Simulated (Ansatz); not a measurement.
```yaml
crystal:
  periodic: [false, false, false]
  atoms:
    - {symbol: O, position_ang: [1.377908, -1.761738, 1.600930]}
    - {symbol: C, position_ang: [0.779158, -0.767181, 0.906888]}
    - {symbol: C, position_ang: [1.160436, 0.627305, 0.160819]}
    - {symbol: Al, position_ang: [-0.924665, 0.139843, -0.367603]}
    - {symbol: O, position_ang: [-1.790547, 0.273789, -1.481331]}
    - {symbol: H, position_ang: [0.458343, 1.370270, 0.494457]}
    - {symbol: H, position_ang: [2.019427, 0.812120, -0.079496]}
    - {symbol: H, position_ang: [-2.877390, 0.063951, -1.530099]}
basis:
  gaussian: {orbitals: 6-31G}
hamiltonian: {xc: {name: B97}}
scf: {lower_state_search: full}
outputs: {forces: true}
output: {forces: true}
```

```sh
$ ansatz run in.yaml --threads 2 --pin off --events-out ev --progress --plain --max-ram 4352MiB
```

Shortened log:

```
Error: YAML parse error: error: line 16 column 1: unknown field `outputs`, expected one of crystal, accuracy, basis, kpoints, hamiltonian, magnetization, projection, total_charge, correlation, batch, efield, external_charges, scf, relax, neb, saddle, md, ramp, phonons, dielectric, real_time, elastic, magnetic_configurations, gw, evaluate, workflow, output, checkpoint, execution
14 | hamiltonian: {xc: {name: B97}}
15 | scf: {lower_state_search: full}
16 | outputs: {forces: true}
17 | output: {forces: true}
```

**Question.** Something in this input is off. What?

**Answer.** The input holds a key that doesn't belong there. The input was rejected before any iteration.
